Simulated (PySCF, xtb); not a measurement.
1-ethynylcyclopropane-1-carbaldehyde (C6H6O), SMILES C#CC1(C=O)CC1.

GFN2-xTB run with xtb at its own geometry gives an orbital gap of 3.71 eV and a dipole moment of 2.80 D.

Geometry optimised at ωB97X-D3(BJ)/def2-SVP. One conformer was computed; it need not be the lowest.

Problem. What does r2SCAN/def2-TZVP run with PySCF give? (An estimate is asked for; the answer gives what the named calculation found.)

Solution. gap 4.42 eV (levels -6.39 and -1.96 eV), dipole 2.16 D.
